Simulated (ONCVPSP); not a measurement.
# Potentials for sulfur compared

Generated with ld1.x 7.5 (TM, RRKJ, ultrasoft, PAW), atompaw 4.2 or ONCVPSP 4.0.1. The cutoff is in Ry: for ld1.x and atompaw files where the sum of valence levels is converged to 10 mRy in a Bessel basis, for ONCV files where the hardest occupied wave has 1 mHa per electron of residual kinetic energy. The error is the largest all-electron minus pseudo excitation energy over each file’s own four to seven test configurations (ionisations up to +4, promotions, holes and added fractions of an electron), all of which were solved. The labels leave out finer settings (local radius, basis sizes, second energies), which also bear on the numbers. Spin-polarised tests are not counted. The rows are a selection from randomly drawn settings: files with unsolved tests, undetermined cutoffs or missed reference levels are left out.

| potential | cutoff (Ry) | largest error (meV) | bound ghosts |
| --- | --- | --- | --- |
| ONCV, LDA (Perdew-Zunger), scalar-relativistic, rc 1.35/1.35 (sp), local s, core correction yes, reference 3s2 3p4, qcut 4.3/6.7, projectors 0/2 | 63 | +56 | none |
| ONCV, PBE, scalar-relativistic, rc 1.40/1.60 (sp), local smoothed, core correction yes, reference 3s1.75 3p4.25, qcut 4.6/4.4, projectors 2/3 | 34 | +10 | none |
| ONCV, PBEsol, scalar-relativistic, rc 1.25/1.65/1.70 (spd), local smoothed, core correction yes, reference 3s2 3p4, qcut 5/5.1/5.8, projectors 2/2/1 | 25 | +44 | none |
| ONCV, LDA (Perdew-Wang 92), scalar-relativistic, rc 1.25/1.70 (sp), local s, core correction no, reference 3s2 3p3, qcut 5.8/4.4, projectors 0/1 | 27 | +76 | none |
| ONCV, LDA (Perdew-Wang 92), non-relativistic, rc 1.30/1.55 (sp), local smoothed, core correction yes, reference 3s2 3p1, qcut 5.4/4.7, projectors 2/2 | 27 | +76 | none |

Task: Fill in the row for S: ONCV, PBE, scalar-relativistic, rc 1.40/1.15/1.25 (spd), local smoothed, core correction no, reference 3s2 3p4, qcut 3.6/6.2/6.8, projectors 2/1/2.

Result: cutoff 128 Ry, largest error +61 meV, bound ghosts: none.

Task: Fill in the row for S: ONCV, LDA (Perdew-Zunger), scalar-relativistic, rc 0.95/0.85/0.75 (spd), local smoothed, core correction yes, reference 2s2 2p6 3s2 3p4, qcut 16.1/12.8/11.8, projectors 2/2/2.

Result: cutoff 169 Ry, largest error +10 meV, bound ghosts: none.
